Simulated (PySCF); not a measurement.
## Two-component Hartree-Fock for Eu⁻ (europium, charge -1)

Start: [Xe] 4f7 6s2 6p1; 4f5/2 filled at m_j = -5/2, -3/2, -1/2, +1/2, +3/2, +5/2; 4f7/2 filled at m_j = +7/2; 6p1/2 filled at m_j = -1/2. Calculated with PySCF 2.14 in x2c-TZVPall-2c with one added diffuse shell each of s, p, d, f type (12s12p11d5f1g, 147 functions): generalised Hartree-Fock with the X2C-1e Hamiltonian and a Gaussian nucleus; one run each with spin-orbit coupling (SO) switched off, then screened by Boettger's factors.

```tsv
spinor shell	electrons	ε, spin-free (eV)	ε, screened SO (eV)	weight of nominal j (screened SO)	rms radius, screened SO (bohr)
1s1/2	2	-48756.5	-48747.9	1.000	0.0254
2s1/2	2	-8121.9	-8119.3	1.000	0.103
2p1/2	2	-7230.3	-7686.5	1.000	0.0881
3s1/2	2	-1833.7	-1832.8	1.000	0.266
3p1/2	2	-1550.4	-1645.3	1.000	0.257
3p3/2	4	-1550.4	-1509.0	1.000	0.270
3d3/2	4	-1170.7	-1188.1	0.995	0.242
3d5/2	6	-1170.7	-1158.3	0.996	0.246
4s1/2	2	-383.31	-383.04	1.000	0.602
4p1/2	2	-287.55	-309.84	0.966	0.621
4p3/2	4	-287.55	-277.65	0.983	0.648
4d3/2	4	-150.96	-156.54	0.722	0.705
4d5/2	6	-150.96	-147.00	0.815	0.711
5s1/2	2	-51.791	-51.706	1.000	1.50
5p1/2	2	-26.535	-29.986	0.878	1.69
5p3/2	4	-26.535	-24.924	0.939	1.81
4f5/2	6	-11.589	-11.528	0.546	1.02
4f7/2	1	-11.589	-11.110	1.000	1.03
6s1/2	2	-1.983	-1.947	0.991	5.36
6p1/2	1	0.133	0.103	0.501	9.73
```

**Question.** Where does 2p3/2 lie, and what is the 2p spin-orbit splitting (screened SO)?

**Answer.** At -7034.0 eV, 652.48 eV above 2p1/2.

| quantity | spin-free | screened SO |
| --- | --- | --- |
| E (hartree) | -10836.71870 | -10843.31956 |
| M_J | 3 | 3 |
| ⟨J²⟩ | 14.107 | 14.716 |
| ⟨L²⟩ | 2.070 | 2.177 |
| ⟨S²⟩ | 20.037 | 19.797 |

The configuration of this anion was assumed by filling the next shell in order. It is not the known or likely ground configuration (Ca⁻, Sr⁻ and Ba⁻, for instance, bind a p electron), so these values are not the electron affinity of the element. At GHF the highest occupied level has a positive energy, so only the finite basis holds that electron. The determinant has a definite M_J but mixes levels of different J.

Each row is a mean over spinors that exchange with the open shell spreads, by up to 17.839 eV (4d5/2).

Rows whose weight is well below 1 are mixtures of j = l ± 1/2: exchange outweighs spin-orbit coupling there, and the label is only the starting occupation.

Breit and QED terms are absent; they matter most for the inner s and p1/2 levels.

Densities and radii are taken from the X2C orbitals without a picture-change correction, which distorts them close to the nucleus.

Without spin-orbit coupling the j labels of p, d and f shells carry no meaning; the spin-free column gives the mean over the occupied spinors of each nl shell, and its ⟨J²⟩ belongs to a mixture of degenerate components.
